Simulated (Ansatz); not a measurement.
The same path of ClF$_{4}$HW (7 atoms, charge 0, multiplicity 1) was run 3 times with different band settings. Lost on the way: W1–H2. Made: H2–F3.

The calculation used RKS PBE0/def2-SVP in Ansatz.

Relaxed end points:

```xyz
7
Properties=species:S:1:pos:R:3
W 0.049 0.000 0.004
H 0.299 0.000 1.695
F 1.895 0.000 0.179
F -0.040 1.822 0.207
F -1.771 0.000 0.268
F -0.040 -1.822 0.207
Cl 0.417 0.000 -2.291
```

```xyz
7
Properties=species:S:1:pos:R:3
W -0.495 0.000 -0.174
H 1.772 -0.001 1.495
F 1.826 0.000 0.566
F -0.392 1.798 0.206
F -2.337 0.000 0.002
F -0.392 -1.798 0.207
Cl 0.828 0.000 -2.034
```

Common settings: movable images 5; climbing image yes; start path through a guess of the saddle point; force threshold 0.05 eV/Å; iteration limit 60; end points relaxed.

| run | spring | optimiser | largest step |
| --- | --- | --- | --- |
| 1 | 5.0 eV/Å² | quadratic models (default) | default |
| 2 | 5.0 eV/Å² | fire | 0.5 Å |
| 3 | 0.5 eV/Å² | quadratic models (default) | default |

Problem. What does each run give, and how far can it be trusted?

Solution. Run 1: converged after 13 iterations, highest image 1.242 eV above the first end. A vibrational analysis at the climbing image gives one clearly imaginary mode, 893i cm⁻¹: a first-order saddle point.
Run 2: converged after 44 iterations, highest image 1.242 eV above the first end. Another band between the same ends (5 images) ends at a top of the same energy, where a vibrational analysis finds 1 clearly imaginary mode.
Run 3: converged after 13 iterations, highest image 1.241 eV above the first end. Another band between the same ends (5 images) ends at a top of the same energy, where a vibrational analysis finds 1 clearly imaginary mode.
The orbitals stay closed-shell, which can raise the energy where a bond breaks towards radicals; this wasn't checked here.
